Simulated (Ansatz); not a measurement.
Consider the ligand exchange at the Si–O bond: `CB(S)O[SiH3]` + HI → `[SiH3]I` + `CB(O)S`.

Isolated molecules relaxed with PBE0-D4/def2-TZVP in Ansatz; ΔE leaves out vibrations. CCSD(T)/CBS adds triple-zeta CCSD(T) − MP2 to the extrapolated MP2 energy (def2 sets, frozen cores). Functionals use def2-TZVPP. Elements past krypton have def2 core potentials. For I outer-core shells are correlated without core-valence functions, which leaves a few kJ/mol of doubt a bond. Each species was taken in one conformer, which may not be the lowest.

```json
{"level": "ωB97X-V", "ΔE (eV)": "0.01"}
{"level": "B2PLYP", "ΔE (eV)": "0.04"}
{"level": "HF/def2-SVP", "ΔE (eV)": "-0.01"}
{"level": "MP2/def2-TZVPP", "ΔE (eV)": "0.00"}
```

Question: What does CCSD(T)/CBS give? (Best estimate.)

Answer: The calculation gave: 0.00 eV. The listed levels differ from it by 0.01, 0.04, -0.01, 0.00 eV.

Largest T1 diagnostic among the species: 0.012.

Leaving LDA and LC-ωPBE aside and taking each functional with its dispersion term where it has one, the values, not all of them listed here, spread over 0.22 eV, from PBE-D4 to CAM-B3LYP-D4. LDA lies +0.10 eV from PBE without D4. The D4 term adds +0.05 eV with B3LYP and +0.03 eV with PBE0; it sums over pairs of atoms, weighted by their polarisabilities, and B3LYP, whose exchange is more repulsive, gets the larger term. From BLYP to BHLYP (50 % exact exchange), in def2-TZVPP and without D4, ΔE moves by +0.06 eV.

B3LYP here is the variant with VWN-RPA as its local correlation; programs differ in this.
